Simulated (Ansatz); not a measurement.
A series at Ti: from `[F][Ti]([Cl])([Cl])[Cl]`, ligands are replaced one by one, each step taking up H₂O and setting free HCl; n counts the steps. Ansatz, PBE0-D4/def2-TZVP geometries. Each molecule was computed in one conformer, which needn't be the lowest.

```json
{"n": "0", "molecule": "`[F][Ti]([Cl])([Cl])[Cl]`", "zero-point energy, PBE0-D4/def2-TZVP (kJ/mol)": "17.8"}
{"n": "1", "molecule": "`[OH][Ti]([F])([Cl])[Cl]`", "zero-point energy, PBE0-D4/def2-TZVP (kJ/mol)": "46.2"}
{"n": "2", "molecule": "`[OH][Ti]([OH])([F])[Cl]`", "zero-point energy, PBE0-D4/def2-TZVP (kJ/mol)": "?"}
{"n": "3", "molecule": "`[OH][Ti]([OH])([OH])[F]`", "zero-point energy, PBE0-D4/def2-TZVP (kJ/mol)": "106.5"}
```

Problem. By hand: fit a straight line y = ȳ + b (n − n̄) to the 3 given rows and predict n = 2.

Solution. n̄ = 1.333, ȳ = 56.83; Σ(n − n̄)(y − ȳ) = 138.37, Σ(n − n̄)² = 4.667, so b = 29.65 kJ/mol a step. Prediction: 56.83 + (29.65) × (0.667) = 76.6 kJ/mol.

Problem. By hand: compare with the computed value, 76.3 kJ/mol, and give the steps along the whole series.

Solution. The line misses by -0.3 kJ/mol (computed minus predicted). Steps: 28.4, 30.1, 30.2 kJ/mol.

The steps differ by at most 1.8 kJ/mol, 6 % of a mean step, so the ligands' effects nearly add and a line is close. The miss is 0.3 % of the series' range.
